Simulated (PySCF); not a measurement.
**J couplings in C₂H₆BFO**

Bonds (- single, = double, # triple, : aromatic): C1-O2 1.391 Å, O2-C3 1.394 Å, C3-B4 1.566 Å, B4-F5 1.325 Å. C1 carries H6, H7, H8; C3 carries H9, H10; B4 carries H11.

Couplings: B3LYP/pcJ-1 (spin–dipole term only in couplings to heteroatoms) in PySCF, geometry PBE0-D3(BJ)/def2-SVP; gas phase, one conformer, non-relativistic. Couplings are averaged over pairs made equivalent by symmetry, fast rotation or ring inversion, so a value needn't be that of the named pair in this geometry, while other rotamers aren't included; one pair stands for each set, and the list holds those of at least 1.5 Hz over up to four bonds, among pairs with at least one C or B or F or H atom (others weren't computed).

Isotopes: 11B, 19F, 1H, 13C, 17O. Couplings to quadrupolar nuclei such as 17O and 33S are rarely resolved in practice.

```json
{"pair": "C1, O2", "bonds": "1", "J (Hz)": "24.1"}
{"pair": "C1, H6", "bonds": "1", "J (Hz)": "?"}
{"pair": "O2, C3", "bonds": "1", "J (Hz)": "24.9"}
{"pair": "C3, B4", "bonds": "1", "J (Hz)": "?"}
{"pair": "C3, H9", "bonds": "1", "J (Hz)": "129.0"}
{"pair": "B4, F5", "bonds": "1", "J (Hz)": "-183.8"}
{"pair": "B4, H11", "bonds": "1", "J (Hz)": "166.8"}
{"pair": "C1, C3", "bonds": "2", "J (Hz)": "-3.1"}
{"pair": "O2, B4", "bonds": "2", "J (Hz)": "-16.4"}
{"pair": "O2, H6", "bonds": "2", "J (Hz)": "-6.8"}
{"pair": "O2, H9", "bonds": "2", "J (Hz)": "-3.4"}
{"pair": "C3, F5", "bonds": "2", "J (Hz)": "24.2"}
{"pair": "C3, H11", "bonds": "2", "J (Hz)": "15.5"}
{"pair": "B4, H9", "bonds": "2", "J (Hz)": "?"}
{"pair": "F5, H11", "bonds": "2", "J (Hz)": "66.0"}
{"pair": "H6, H7", "bonds": "2", "J (Hz)": "?"}
{"pair": "H9, H10", "bonds": "2", "J (Hz)": "-23.6"}
{"pair": "C1, B4", "bonds": "3", "J (Hz)": "?"}
{"pair": "C1, H9", "bonds": "3", "J (Hz)": "?"}
{"pair": "O2, F5", "bonds": "3", "J (Hz)": "-10.6"}
{"pair": "C3, H6", "bonds": "3", "J (Hz)": "6.0"}
{"pair": "F5, H9", "bonds": "3", "J (Hz)": "2.7"}
{"pair": "C1, F5", "bonds": "4", "J (Hz)": "?"}
```

Task: Estimate the withheld couplings, with signs.

Result: 
- 1J(C1,H6) = 144.7 Hz (mean over equivalent pairs that range from 142.3 to 149.6 Hz in this conformer)
- 1J(C3,B4) = 73.0 Hz (bond length 1.566 Å)
- 2J(B4,H9) = -4.5 Hz (angle at C3 109°)
- 2J(H6,H7) = -11.2 Hz (mean over equivalent pairs that range from -12.0 to -9.4 Hz in this conformer)
- 3J(C1,B4) = 9.1 Hz (dihedral angle 179°)
- 3J(C1,H9) = 3.0 Hz (dihedral angle 58°)
- 4J(C1,F5) = 2.2 Hz
